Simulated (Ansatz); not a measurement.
A nudged elastic band was laid between two geometries of AlCl2H3O (7 atoms, charge 0, multiplicity 1).

Computed with RKS B3LYP-D4/6-31G* in Ansatz.

```json
{
 "movable images": "7",
 "climbing image": "yes",
 "spring": "5.0 eV/Å²",
 "optimiser": "quadratic models (default)",
 "start path": "through a guess of the saddle point",
 "force threshold": "0.03 eV/Å",
 "iteration limit": "60",
 "end points": "relaxed"
}
```

First end point:

```xyz
7
Properties=species:S:1:pos:R:3
Al 0.075 0.020 0.123
H 0.024 0.709 1.539
Cl 1.827 0.223 -1.059
Cl -1.761 -0.152 -0.979
O 0.106 -1.900 0.679
H -0.617 -2.390 0.243
H 0.018 -2.034 1.639
```

Last end point:

```xyz
7
Properties=species:S:1:pos:R:3
Al 0.047 -0.716 -0.487
H -0.005 0.293 2.079
Cl 1.814 0.342 -0.830
Cl -1.799 0.222 -0.837
O 0.152 -2.349 -0.038
H -0.642 -2.884 0.087
H 0.103 -0.433 2.210
```

Task: Which bonds break or form, and what moves?

Result: Bonds broken: Al1–H2, O5–H7. Bonds formed: H2–H7. AlCl2H3O becomes AlCl2HO + H2.

Task: What energy profile does the band end with?

Result: The forces met the threshold. The highest image is number 4 of 0 to 8, 92.1 kJ/mol above the first end and 98.8 kJ/mol above the last; the last end lies 6.7 kJ/mol below the first. A vibrational analysis at the climbing image gives one clearly imaginary mode, 1363i cm⁻¹: a first-order saddle point. The orbitals stay closed-shell, which can raise the energy where a bond breaks towards radicals; this wasn't checked here.

```json
{"image": "0", "path coordinate (Å)": "0.00", "energy (kJ/mol)": "0.0", "Al1–H2 (Å)": "1.58", "O5–H7 (Å)": "0.97", "H2–H7 (Å)": "2.74"}
{"image": "1", "path coordinate (Å)": "0.36", "energy (kJ/mol)": "4.2", "Al1–H2 (Å)": "1.58", "O5–H7 (Å)": "0.97", "H2–H7 (Å)": "2.35"}
{"image": "2", "path coordinate (Å)": "0.72", "energy (kJ/mol)": "18.7", "Al1–H2 (Å)": "1.59", "O5–H7 (Å)": "0.98", "H2–H7 (Å)": "1.92"}
{"image": "3", "path coordinate (Å)": "1.09", "energy (kJ/mol)": "50.5", "Al1–H2 (Å)": "1.64", "O5–H7 (Å)": "1.02", "H2–H7 (Å)": "1.48"}
{"image": "4", "path coordinate (Å)": "1.45", "energy (kJ/mol)": "92.1", "Al1–H2 (Å)": "1.75", "O5–H7 (Å)": "1.26", "H2–H7 (Å)": "1.06"}
{"image": "5", "path coordinate (Å)": "1.86", "energy (kJ/mol)": "40.1", "Al1–H2 (Å)": "1.97", "O5–H7 (Å)": "1.70", "H2–H7 (Å)": "0.80"}
{"image": "6", "path coordinate (Å)": "2.27", "energy (kJ/mol)": "4.3", "Al1–H2 (Å)": "2.27", "O5–H7 (Å)": "2.13", "H2–H7 (Å)": "0.75"}
{"image": "7", "path coordinate (Å)": "2.68", "energy (kJ/mol)": "-5.3", "Al1–H2 (Å)": "2.55", "O5–H7 (Å)": "2.54", "H2–H7 (Å)": "0.75"}
{"image": "8", "path coordinate (Å)": "3.09", "energy (kJ/mol)": "-6.7", "Al1–H2 (Å)": "2.76", "O5–H7 (Å)": "2.95", "H2–H7 (Å)": "0.75"}
```

Task: What is the geometry of the highest image?

Result: 
```xyz
7
Properties=species:S:1:pos:R:3
Al 0.065 -0.298 -0.110
H 0.027 -0.066 1.628
Cl 1.839 0.412 -0.971
Cl -1.801 0.139 -0.984
O 0.139 -1.996 0.602
H -0.617 -2.602 0.522
H 0.021 -1.116 1.498
```

Task: What are the harmonic wavenumbers there?

Result: 1363i, 145, 156, 240, 356, 436, 555, 590, 712, 771, 1051, 1404, 1697, 1910, 3754 cm⁻¹.

Time of the run: 4.2 min on 1 thread of Arm Neoverse V1 (shared host), peak memory 0.16 GiB.
